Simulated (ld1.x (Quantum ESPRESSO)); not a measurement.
## Scattering properties, RRKJ potential for Si

ld1.x (Quantum ESPRESSO) 7.5 input, shortened:

```
&input
   title='Si', zed=14., rel=0, dft='PZ', iswitch=3,
   config='[Ne] 3s2 3p1 3d-2'
 /
 &inputp
   pseudotype=2, tm=.false., lloc=1,
   nlcc=.false.
 /
3
3S  1  0   2.00   0.00  1.50  1.50  0.0
3D  3  2  -2.00   0.35  1.35  1.35  0.0
3P  2  1   1.00   0.00  1.40  1.40  0.0
 &test
   configts(1)='3s2 3p1'
 /
```

The phase is arctan(r·u′/u) with u = r·R(r), unwrapped; energies in Ry, scanned from -3 to 5 Ry. A pole is an energy at which the radial function vanishes at the test radius. The pseudo phase is shifted by a multiple of π to meet the all-electron one at the reference energy, and phase errors are pseudo minus all-electron; the curves can meet again beyond the range given. Levels narrower than the energy grid can be missing from the lists of poles.

Question: For each channel, where are the poles, and over which energies does the pseudopotential scatter like the atom?

Answer:

| channel | radius (bohr) | reference energy (Ry) | poles, all-electron | poles, pseudo | unbroken range about the reference energy with phases within 0.05 rad | phase error 1 Ry above the reference energy (rad) |
| --- | --- | --- | --- | --- | --- | --- |
| s | 1.66 | -1.40 | 4.37 | 3.74 | the whole range | -0.010 |
| p | 1.66 | -0.86 | none | 3.52 | below 0.5 | -0.032 |
| d | 1.66 | 0.35 | 4.83 | none | the whole range | +0.005 |

Phases in the d channel:

| E (Ry) | all-electron | pseudo |
| --- | --- | --- |
| -3.00 | 1.211 | 1.212 |
| -2.76 | 1.196 | 1.197 |
| -2.52 | 1.179 | 1.181 |
| -2.28 | 1.160 | 1.162 |
| -2.04 | 1.139 | 1.140 |
| -1.80 | 1.114 | 1.115 |
| -1.56 | 1.085 | 1.086 |
| -1.32 | 1.051 | 1.052 |
| -1.08 | 1.011 | 1.012 |
| -0.84 | 0.962 | 0.963 |
| -0.60 | 0.901 | 0.902 |
| -0.36 | 0.826 | 0.826 |
| -0.12 | 0.729 | 0.729 |
| 0.12 | 0.603 | 0.603 |
| 0.36 | 0.439 | 0.439 |
| 0.60 | 0.229 | 0.229 |
| 0.84 | -0.024 | -0.023 |
| 1.08 | -0.296 | -0.293 |
| 1.32 | -0.551 | -0.546 |
| 1.56 | -0.764 | -0.757 |
| 1.80 | -0.931 | -0.924 |
| 2.04 | -1.060 | -1.052 |
| 2.28 | -1.160 | -1.151 |
| 2.52 | -1.238 | -1.228 |
| 2.76 | -1.301 | -1.290 |
| 3.00 | -1.352 | -1.341 |
| 3.24 | -1.395 | -1.383 |
| 3.48 | -1.431 | -1.419 |
| 3.72 | -1.463 | -1.449 |
| 3.96 | -1.490 | -1.476 |
| 4.20 | -1.515 | -1.500 |
| 4.44 | -1.538 | -1.521 |
| 4.68 | -1.558 | -1.540 |
| 4.92 | -1.577 | -1.558 |
